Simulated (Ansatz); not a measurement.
Start from `[AlH2][SiH2]Cl` and change one atom or group to get `C[SiH2][SiH]([AlH2])Cl`.

Ansatz, PBE0-D4/def2-TZVP geometries, multiplicity 1. Each molecule was computed in one conformer, which needn't be the lowest.

```
                                          property  `[AlH2][SiH2]Cl`
               HOMO–LUMO gap (PBE/def2-TZVPP) / eV              3.36
             LUMO energy (ωB97M-V/def2-TZVPP) / eV             -0.67
size of the dipole moment (ωB97M-V/def2-TZVPP) / D              1.77
                LUMO energy (PBE0/def2-TZVPP) / eV             -2.33
  size of the dipole moment (B3LYP/def2-TZVPP) / D              1.72
                 HOMO energy (PBE/def2-TZVPP) / eV             -6.46
```

Give the same properties after the change, and the shifts. (An estimate is asked.)

Computed: 
```
                                          property  `C[SiH2][SiH]([AlH2])Cl`  shift
               HOMO–LUMO gap (PBE/def2-TZVPP) / eV                      3.12  -0.24
             LUMO energy (ωB97M-V/def2-TZVPP) / eV                     -0.63   0.04
size of the dipole moment (ωB97M-V/def2-TZVPP) / D                      2.20   0.43
                LUMO energy (PBE0/def2-TZVPP) / eV                     -2.25   0.08
  size of the dipole moment (B3LYP/def2-TZVPP) / D                      2.18   0.46
                 HOMO energy (PBE/def2-TZVPP) / eV                     -6.11   0.35
```

With PBE0 the HOMO rises by 0.41 eV and the LUMO rises by 0.08 eV, so the gap narrows by about 0.33 eV. PBE moves the HOMO by 0.35 eV and ωB97M-V by 0.47 eV. Dipoles are sizes alone; their direction can turn.

B3LYP here is the variant with VWN-RPA as its local correlation; programs differ in this.
